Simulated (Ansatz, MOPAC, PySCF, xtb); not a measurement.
Dimer: CH3F (SMILES CF) (first 5 atoms) with CH6Si (SMILES C[SiH3]); geometry from B3LYP-D3(BJ)/def2-TZVP, rigid monomers moved along the line of their centres of mass till F2···Si7 is 2.99 Å.
(charge 0, multiplicity 1):
```csv
atom,x (Å),y (Å),z (Å)
C,-0.6817,0.4925,-0.3017
F,0.3161,-0.2714,0.2995
H,-0.4888,0.5315,-1.3741
H,-1.6455,0.0230,-0.1049
H,-0.6574,1.4946,0.1264
C,1.0384,-0.9499,3.1989
Si,-0.3649,0.2897,3.1604
H,1.9033,-0.5412,3.7246
H,1.3411,-1.2062,2.1835
H,0.7342,-1.8650,3.7103
H,-0.7857,0.6455,4.5397
H,-1.5491,-0.2599,2.4557
H,0.0409,1.5416,2.4759
```

Monomers are frozen at their geometry in the pair; levels with a basis set take the counterpoise correction. Rows marked so take none.

Frozen-core correlation. Rows in 6-311+G**, 6-31G* carry no dispersion term and start afresh at each structure (6-31G* with six Cartesian d functions). The state that AM1, PM6, PM7 reach isn't checked; PM7 holds dispersion and hydrogen-bond terms.

The values were computed with Ansatz (a program for electronic structure); MOPAC for AM1, PM6, PM7 (differences of heats of formation); PySCF for 6-311+G** rows, 6-31G* rows; xtb for the GFN methods. Values without a source in brackets are computed.

```
level                              interaction energy (kJ/mol)
---------------------------------  ---------------------------
GFN-FF                                                    -1.2
AM1                                                       23.7
PM6                                                       11.4
PM7                                                       12.8
GFN2-xTB                                                  -0.2
HF/6-31G* (no counterpoise)                                1.5
BP86/6-31G* (no counterpoise)                             -1.4
B3LYP/6-311+G** (no counterpoise)                          4.4
CCSD(T)/aug-cc-pV(D+d)Z                                      …
```

Complete the blanks.


- CCSD(T)/aug-cc-pV(D+d)Z, interaction energy (kJ/mol): -2.6
